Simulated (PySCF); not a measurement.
Re(O)3(OH) (HO₄Re), SMILES [O]=[Re](=[O])(=[O])[OH], multiplicity 1. Atoms are numbered in the order given.

```xyz
6

Re     0.0000     0.0000    -0.0271
O     -1.3716    -0.7919    -0.6301
O      0.0000     1.5838    -0.6301
O      1.3716    -0.7919    -0.6301
O      0.0000     0.0000     1.7997
H      0.0000     0.0000     2.7566
```

The structure is a stationary point at PBE0-D3(BJ)/def2-SVP. A frequency run showed that this geometry is not a minimum. The spin state was assumed, not searched. The isomer is the one that the SMILES or the coordinates give; other isomers of the formula were not compared. The def2 effective core potentials stand for the cores of Re; spin–orbit coupling is left out. Other conformers were not sampled.

Computed with PySCF with CAM-B3LYP/def2-TZVP.

Symmetry labels are those of the subgroup Cs that the program uses (full group C3v).

Computed valence orbital energies around the gap with their symmetry:
```csv
orbital,symmetry,energy (eV)
HOMO−7,A",-15.08
HOMO−6,A',-13.96
HOMO−5,A',-12.38
HOMO−4,A",-12.38
HOMO−3,A',-12.09
HOMO−2,A',-11.24
HOMO−1,A",-11.24
HOMO,A",-10.96
LUMO,A",-1.41
LUMO+1,A',-1.41
LUMO+2,A',-0.72
LUMO+3,A',0.57
```
